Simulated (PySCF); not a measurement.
Cl$_{4}$Ti (SMILES [Cl][Ti]([Cl])([Cl])[Cl]), singlet, at a GFN2-xTB geometry (such geometries of metal compounds can be far from the true shape), atoms displaced at random by about 0.03 Å a coordinate.

PySCF was given this input:
```python
from pyscf import gto, scf, dft

mol = gto.M(
    atom='''
Ti    0.030860   -0.017704   -0.043113
Cl    1.664270   -0.512637   -1.068513
Cl    0.567606    0.484054    1.927463
Cl   -0.907773    1.679810   -0.893444
Cl   -1.314822   -1.537589    0.028070
''',
    basis='sto-3g',
    charge=0,
    spin=0,
    verbose=4,
)

mf = dft.RKS(mol)
mf.xc = 'b3lyp'
mf.kernel()
g = mf.nuc_grad_method()
grad = g.kernel()
```

Q: What does this run give for the Mulliken (on the basis functions themselves) charges in atom order, total energy, number of basis functions?

A: 
```yaml
Mulliken (on the basis functions themselves) charges in atom order: Ti1 0.78, Cl2 -0.18, Cl3 -0.21, Cl4 -0.21, Cl5 -0.19
total_energy: -2661.8308 Eh
number_of_basis_functions: 54
```
